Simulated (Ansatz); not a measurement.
Born–Oppenheimer molecular dynamics of BClFH4NO (9 atoms, charge 0, multiplicity 1). It starts at the highest image of a converged band. Of that band: The profile has 2 maxima (images 5, 8) with wells between them (image 6): this band takes more than one step, which may be the mechanism or a detour left from its start path. Neighbouring images differ by up to 1.6 eV, so the band resolves the path poorly. A vibrational analysis at the climbing image gives one clearly imaginary mode, 1503i cm⁻¹: a first-order saddle point.

Method: Ansatz 0.2.0, RHF/6-31G*.

```json
{"ensemble": "NVE (velocity Verlet)", "time step": "0.5 fs", "steps asked": "200", "starting velocities drawn for": "300 K", "seed": "7679"}
```

First frame:

```xyz
9
Properties=species:S:1:pos:R:3
B 0.071 0.238 0.013
O 0.003 -0.125 1.476
H -0.795 -0.577 1.729
N 1.269 -0.111 -0.647
H 2.138 -0.032 -0.165
H 1.354 0.032 -1.628
Cl -1.495 0.031 -0.869
F 0.046 1.815 0.637
H -0.044 1.050 1.507
```

(1) How far do the bonds stretch over the last three quarters of this one trajectory? (Pairs bonded in most of those frames.)

## Answers

(1) 
| bond | mean (Å) | spread (Å) | shortest | longest |
| --- | --- | --- | --- | --- |
| B1–O2 | 1.361 | 0.042 | 1.29 | 1.43 |
| B1–N4 | 1.398 | 0.031 | 1.34 | 1.46 |
| B1–Cl7 | 1.807 | 0.022 | 1.77 | 1.85 |
| O2–H3 | 0.950 | 0.009 | 0.93 | 0.96 |
| N4–H5 | 0.996 | 0.003 | 0.99 | 1.00 |
| N4–H6 | 0.995 | 0.003 | 0.99 | 1.00 |
| F8–H9 | 0.917 | 0.035 | 0.86 | 0.97 |

Mean temperature of the second half: 1530 K. The conserved energy stayed within 0.27 meV per atom of its start (net change -0.27 meV per atom), so the integration is sound. The kinetic energy rose, since the run started high on the potential surface and went downhill. It ends in pieces (BClH3NO + FH), so much of that is their flight and rotation, not heat. A run of 0.1 ps of so small a system gives no equilibrium averages. The orbitals stay closed-shell, which can raise the energy where a bond breaks towards radicals; this wasn't checked here.

Time of the run: 4.6 min on 1 thread of Arm Neoverse V2, with other jobs on the host, peak memory 0.16 GiB.
